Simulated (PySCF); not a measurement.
PSe⁺: from constants to spectrum

RHF-CCSD(T) constants of PSe⁺, ¹Σ⁺ (singlet), closed shell (basis P x2c-SVPall, Se x2c-SVPall; spin-free X2C with a Gaussian nucleus; PySCF 2.14; masses 30.9738 and 79.9165 u):

```
ωe              : 620.7 cm⁻¹
ωexe            : 2.17 cm⁻¹
Be              : 0.19057 cm⁻¹
αe              : 0.000817 cm⁻¹
D (centrifugal) : 7.19e-08 cm⁻¹
De to P + Se⁺   : 4.68 eV
```

(1) Give the vibrational terms G(v) and spacings up to v = 6.

(2) How well does the Morse estimate ωe²/(4ωexe) reproduce De, and what is D0?

Correlated steps freeze 14 core orbitals. Correlated levels converge slowly with the basis: in double zeta they bind strong bonds too weakly, by up to about 1 eV, and carry superposition errors of some tenths. For an ion De counts to the pair picked by the measured ionisation energies or electron affinities, which need not be the lowest pair at this level. Where the molecule has an RHF reference, its open-shell atoms are computed with UHF.

Results:

(1) G(v) = ωe(v+½) − ωexe(v+½)².

| v | G(v) (cm⁻¹) | G(v) − G(v−1) | Bv (cm⁻¹) |
| --- | --- | --- | --- |
| 0 | 309.8 |  | 0.1902 |
| 1 | 926.2 | 616.4 | 0.1893 |
| 2 | 1538.2 | 612.0 | 0.1885 |
| 3 | 2145.9 | 607.7 | 0.1877 |
| 4 | 2749.2 | 603.3 | 0.1869 |
| 5 | 3348.2 | 599.0 | 0.1861 |
| 6 | 3942.9 | 594.7 | 0.1853 |

(2) It gives 5.50 eV, 118 % of the computed De. D0 = De − G(0) = 4.68 − 0.04 = 4.64 eV.
